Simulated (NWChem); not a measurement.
System: GeH$_{4}$O$_{3}$; SMILES [OH][GeH]([OH])[OH]

NWChem printed, in part:

```
             Northwest Computational Chemistry Package (NWChem) 7.3.0
             --------------------------------------------------------

                             Geometry "geometry" -> ""
                             -------------------------

 Output coordinates in angstroms (scale by  1.889725989 to convert to a.u.)

  No.       Tag          Charge          X              Y              Z
 ---- ---------------- ---------- -------------- -------------- --------------
    1 Ge                  32.0000     0.00000000     0.00000000     0.43038800
    2 O                    8.0000     1.45106600    -0.78475900    -0.20678900
    3 O                    8.0000    -0.04591200     1.64903900    -0.20678900
    4 O                    8.0000    -1.40515400    -0.86428000    -0.20678900
    5 H                    1.0000     0.00000000     0.00000000     1.95536800
    6 H                    1.0000     1.22062300    -1.50016900    -0.81098100
    7 H                    1.0000     0.68887300     1.80717500    -0.81098100
    8 H                    1.0000    -1.90949600    -0.30700600    -0.81098100

 Effective nuclear repulsion energy (a.u.)     325.6328137563

  pbe96 is a nonlocal functional; adding pw91lda local functional.

                                 NWChem DFT Module
                                 -----------------

 Summary of "ao basis" -> "ao basis" (spherical)
 ------------------------------------------------------------------------------
       Tag                 Description            Shells   Functions and Types
 ---------------- ------------------------------  ------  ---------------------
 Ge                         def2-svp                12       32   5s4p3d
 O                          def2-svp                 6       14   3s2p1d
 H                          def2-svp                 3        5   2s1p

            General Information
            -------------------
          SCF calculation type: DFT
          Wavefunction type:  closed shell.
          No. of atoms     :     8
          No. of electrons :    60
           Alpha electrons :    30
            Beta electrons :    30
          Charge           :     0
          Spin multiplicity:     1
          Use of symmetry is: off; symmetry adaption is: off
          Maximum number of iterations: 150
          AO basis - number of functions:    94
                     number of shells:    42
          Convergence on energy requested:  1.00D-06
          Convergence on density requested:  1.00D-05
          Convergence on gradient requested:  5.00D-04

              XC Information
              --------------
                     Hartree-Fock (Exact) Exchange  1.000
                     LC-wPBE(h)Exchange Functional  1.000
            Perdew 1991 LDA Correlation Functional  1.000 local
           PerdewBurkeErnz. Correlation Functional  1.000 non-local

           Range-Separation Parameters
           ---------------------------
           Alpha           :  0.00
           Beta            :  1.00
           Gamma           :  0.40
           Short-Range HF  :     F

             Grid Information
             ----------------
          Grid used for XC integration:  medium
          Radial quadrature: Mura-Knowles
          Angular quadrature: Lebedev.
          Tag              B.-S. Rad. Rad. Pts. Rad. Cut. Ang. Pts.
          ---              ---------- --------- --------- ---------
          Ge                  1.25      112           8.0       590
          O                   0.60       49          10.0       434
          H                   0.35       45          10.0       434
          Grid pruning is: on
          Number of quadrature shells:   439
          Spatial weights used:  Erf1

      Superposition of Atomic Density Guess
      -------------------------------------

 Sum of atomic energies:       -2301.11406800

      Non-variational initial energy
      ------------------------------

 Total energy =   -2302.104784
 1-e energy   =   -3854.706357
 2-e energy   =    1226.968760
 HOMO         =      -0.422760
 LUMO         =       0.030216

   convergence    iter        energy       DeltaE   RMS-Dens  Diis-err
 ---------------- ----- ----------------- --------- --------- ---------
 d= 0,ls=0.0,diis     1  -2304.1768075894 -2.63D+03  1.21D-02  1.27D+00
 d= 0,ls=0.0,diis     2  -2304.2239815436 -4.72D-02  5.08D-03  9.49D-01
 d= 0,ls=0.0,diis     3  -2304.3063968938 -8.24D-02  8.06D-04  1.74D-02
 d= 0,ls=0.0,diis     4  -2304.3077205172 -1.32D-03  1.98D-04  1.82D-03
 d= 0,ls=0.0,diis     5  -2304.3078165456 -9.60D-05  8.10D-05  1.45D-04
  Resetting Diis
 d= 0,ls=0.0,diis     6  -2304.3078268661 -1.03D-05  2.74D-05  1.90D-06
 d= 0,ls=0.0,diis     7  -2304.3078274968 -6.31D-07  4.43D-06  8.75D-08

         Total DFT energy =    -2304.307827496752
      One electron energy =    -3856.507958656318
           Coulomb energy =     1332.586514750969
    Exchange-Corr. energy =     -106.019197347739
 Nuclear repulsion energy =      325.632813756336

 Numeric. integr. density =       60.000012174899

                       DFT Final Molecular Orbital Analysis
                       ------------------------------------

 Vector   28  Occ=2.000000D+00  E=-4.328525D-01
              MO Center= -5.8D-01, -1.9D-01, -1.7D-01, r^2= 3.0D+00
   Bfn.  Coefficient  Atom+Function         Bfn.  Coefficient  Atom+Function
  ----- ------------  ---------------      ----- ------------  ---------------
    64      0.363462  4 O  px                66     -0.310698  4 O  pz
    67      0.272667  4 O  px                36      0.240651  2 O  px
    69     -0.240275  4 O  pz                52      0.236599  3 O  pz
    50      0.194798  3 O  px                55      0.179654  3 O  pz
    39      0.173461  2 O  px                53      0.141985  3 O  px

 Vector   29  Occ=2.000000D+00  E=-4.328524D-01
              MO Center=  5.8D-01,  1.9D-01, -1.7D-01, r^2= 3.0D+00
   Bfn.  Coefficient  Atom+Function         Bfn.  Coefficient  Atom+Function
  ----- ------------  ---------------      ----- ------------  ---------------
    51      0.337809  3 O  py                38     -0.315981  2 O  pz
    37      0.291956  2 O  py                54      0.250090  3 O  py
    41     -0.242446  2 O  pz                52      0.222165  3 O  pz
    40      0.218614  2 O  py                55      0.173724  3 O  pz
    65      0.169146  4 O  py                36     -0.133139  2 O  px

 Vector   30  Occ=2.000000D+00  E=-4.207057D-01
              MO Center=  4.6D-06, -4.7D-06,  1.6D-01, r^2= 3.5D+00
   Bfn.  Coefficient  Atom+Function         Bfn.  Coefficient  Atom+Function
  ----- ------------  ---------------      ----- ------------  ---------------
    38      0.242987  2 O  pz                52      0.242985  3 O  pz
    66      0.242986  4 O  pz                76     -0.239918  5 H  s
    50      0.227757  3 O  px                75     -0.227765  5 H  s
    65      0.211665  4 O  py                37     -0.182823  2 O  py
    53      0.180544  3 O  px                41      0.173500  2 O  pz

 Vector   31  Occ=0.000000D+00  E= 1.129737D-01
              MO Center= -1.2D-05,  4.4D-07, -2.5D-01, r^2= 5.5D+00
   Bfn.  Coefficient  Atom+Function         Bfn.  Coefficient  Atom+Function
  ----- ------------  ---------------      ----- ------------  ---------------
     5      0.748754  1 Ge s                 76     -0.654640  5 H  s
    35     -0.495056  2 O  s                 49     -0.495058  3 O  s
    63     -0.495064  4 O  s                 81      0.496893  6 H  s
    86      0.496897  7 H  s                 91      0.496900  8 H  s
     4      0.362390  1 Ge s                  3     -0.239980  1 Ge s

 Vector   32  Occ=0.000000D+00  E= 1.484033D-01
              MO Center= -5.2D-02,  1.6D-01,  2.3D-01, r^2= 4.9D+00
   Bfn.  Coefficient  Atom+Function         Bfn.  Coefficient  Atom+Function
  ----- ------------  ---------------      ----- ------------  ---------------
    16      0.902022  1 Ge py                49     -0.661124  3 O  s
    63      0.599848  4 O  s                 91     -0.469668  8 H  s
    86      0.410163  7 H  s                 13      0.258115  1 Ge py
    53     -0.162161  3 O  px                10     -0.149628  1 Ge py
    15      0.143008  1 Ge px                90     -0.143529  8 H  s

 Vector   33  Occ=0.000000D+00  E= 1.484034D-01
              MO Center=  5.2D-02, -1.6D-01,  2.3D-01, r^2= 4.9D+00
   Bfn.  Coefficient  Atom+Function         Bfn.  Coefficient  Atom+Function
  ----- ------------  ---------------      ----- ------------  ---------------
    15      0.902021  1 Ge px                35     -0.728023  2 O  s
    81      0.507974  6 H  s                 63      0.417072  4 O  s
    49      0.310946  3 O  s                 86     -0.305521  7 H  s
    12      0.258115  1 Ge px                91     -0.202445  8 H  s
    68      0.192042  4 O  py                65      0.169602  4 O  py

     Multipole analysis of the density
     ---------------------------------

     L   x y z        total         alpha         beta         nuclear
     -   - - -        -----         -----         ----         -------
     0   0 0 0     -0.000000    -30.000000    -30.000000     60.000000

     1   1 0 0      0.000001      0.000000      0.000000      0.000000
     1   0 1 0      0.000001      0.000000      0.000000      0.000000
     1   0 0 1     -0.557511     -8.151264     -8.151264     15.745017

     2   2 0 0    -26.809193    -81.733175    -81.733175    136.657158
     2   1 1 0      0.000008      0.000022      0.000022     -0.000037
     2   1 0 1      0.000002      0.000001      0.000001      0.000000
     2   0 2 0    -26.809194    -81.733147    -81.733147    136.657100
     2   0 1 1     -0.000001     -0.000000     -0.000000     -0.000000
     2   0 0 2    -22.874109    -34.203121    -34.203121     45.532133

                                 NWChem DFT Module
                                 -----------------

[...]
```

Level: LC-wPBE (HJS exchange hole, range parameter 0.4 per bohr)/def2-SVP, vertical spin-unrestricted ions. Coordinates come from a PBE0/def2-SVP optimisation.

Question: Write an input that gives this output.

Answer: One answer among several that fit: the input that was run:
```
start job
memory heap 200 mb stack 900 mb global 1100 mb
geometry units angstroms noautosym nocenter noautoz
  Ge     0.000000     0.000000     0.430388
  O      1.451066    -0.784759    -0.206789
  O     -0.045912     1.649039    -0.206789
  O     -1.405154    -0.864280    -0.206789
  H      0.000000     0.000000     1.955368
  H      1.220623    -1.500169    -0.810981
  H      0.688873     1.807175    -0.810981
  H     -1.909496    -0.307006    -0.810981
end
basis spherical
  * library def2-svp
end
dft
  xc xwpbe 1.00 cpbe96 1.0 hfexch 1.00
  cam 0.4 cam_alpha 0.0 cam_beta 1.0
  iterations 150
  vectors input atomic output neutral.movecs
end
task dft energy
charge 1
dft
  odft
  mult 2
  vectors input atomic output cation.movecs
end
task dft energy
```
